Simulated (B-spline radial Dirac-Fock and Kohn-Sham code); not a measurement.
Gd 6s: cross section and angular parameters

System: atomic gadolinium, [Xe] 4f7 5d1 6s2; threshold 5.47 eV (orbital energy of the model). These are calculated numbers from a radial atomic solver; the model is Dirac-Hartree-Slater photoionisation with a Latter tail; cross sections with all multipoles, angular parameters from the dipole term and its interference with E2.

For linearly polarised light dσ/dΩ = σ/(4π) [1 + β P₂(cos θ) + (δ + γ cos²θ) sin θ cos φ], with θ from the polarisation vector and φ the angle between the beam and the projection of the electron momentum on the plane normal to the polarisation.

| hν (eV) | σ (kb) | β | γ |
| --- | --- | --- | --- |
| 66.3 | 25.1 | 1.772 | 0.040 |
| 89.6 | 18.7 | 1.830 | 0.113 |
| 90.2 | 18.6 | 1.831 | 0.114 |
| 100 | 16.6 | 1.845 | 0.136 |
| 150 | 10.3 | 1.886 | 0.217 |
| 187 | 7.80 | 1.902 | 0.256 |
| 300 | 4.13 | 1.927 | 0.323 |
| 438 | 2.38 | 1.940 | 0.353 |
| 562 | 1.63 | 1.947 | 0.353 |
| 566 | 1.61 | 1.947 | 0.353 |
| 600 | 1.47 | 1.949 | 0.351 |
| 713 | 1.13 | 1.952 | 0.339 |
| 766 | ? | ? | ? |
| 820 | 0.904 | 1.955 | 0.324 |
| 1000 | 0.659 | 1.959 | 0.293 |
| 1010 | 0.648 | 1.959 | 0.291 |
| 1110 | 0.556 | 1.961 | 0.272 |
| 1253.6 | 0.456 | 1.962 | 0.244 |
| 1420 | 0.371 | 1.964 | 0.212 |
| 1960 | 0.214 | 1.968 | 0.112 |
| 2984.4 | 0.101 | 1.972 | -0.026 |
| 3950 | 0.0598 | 1.974 | -0.098 |
| 4780 | 0.0417 | 1.975 | -0.126 |
| 9190 | 0.0116 | 1.977 | 0.010 |
| 9251.7 | 0.0114 | 1.977 | 0.014 |
| 9350 | 0.0112 | 1.977 | 0.020 |
| 9750 | 0.0103 | 1.977 | 0.047 |
| 11400 | 0.00743 | 1.977 | 0.164 |
| 12700 | 0.00593 | 1.977 | 0.264 |

Task: Give the values at 766 eV.

Result: σ = 1.01 kb, β = 1.954, γ = 0.332. For an s subshell δ is negligible.
